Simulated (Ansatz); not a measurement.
Consider the formal exchange of groups at the Si–Si bond: `N[SiH]([AlH2])[SiH3]` + CH₄ → `C[SiH](N)[AlH2]` + SiH₄.

Program: Ansatz. Geometries: PBE0-D4/def2-TZVP. ΔE: electronic, gas phase. CCSD(T)/CBS adds triple-zeta CCSD(T) − MP2 to the extrapolated MP2 energy (def2 sets, frozen cores). This one scheme is used for every species. DFT in def2-TZVPP. One conformer a species, not always the lowest.

Problem. Is it downhill or uphill in electronic energy at CCSD(T)/CBS, and by how much? (An estimate is asked.)

Solution. Ansatz gave: Uphill: ΔE = +1.7 kcal/mol.

Problem. What do these levels give: PBE-D4, ωB97M-V, B2PLYP, PBE, PBE0, HF/def2-TZVPP, MP2/def2-TZVPP, SCS-MP2/def2-TZVPP, CCSD/def2-TZVPP, CCSD(T)/def2-TZVPP, SCS-MP2/def2-QZVPP, MP2/CBS(def2)? (Best estimate.)

Solution. Ansatz gave: PBE-D4 5.2, ωB97M-V 0.4, B2PLYP 1.1, PBE 4.9, PBE0 3.7, HF/def2-TZVPP -1.2, MP2/def2-TZVPP 0.2, SCS-MP2/def2-TZVPP -0.3, CCSD/def2-TZVPP 0.8, CCSD(T)/def2-TZVPP 1.3, SCS-MP2/def2-QZVPP -0.1, MP2/CBS(def2) 0.6 kcal/mol.

Largest T1 diagnostic among the species: 0.013.

From PBE to PBE0 (25 % exact exchange), in def2-TZVPP and without D4, ΔE moves by −1.1 kcal/mol. In def2-TZVPP, CCSD(T) changes the Hartree–Fock value by +2.6 kcal/mol (the triples alone add +0.5 kcal/mol) and MP2 by +1.5 kcal/mol.
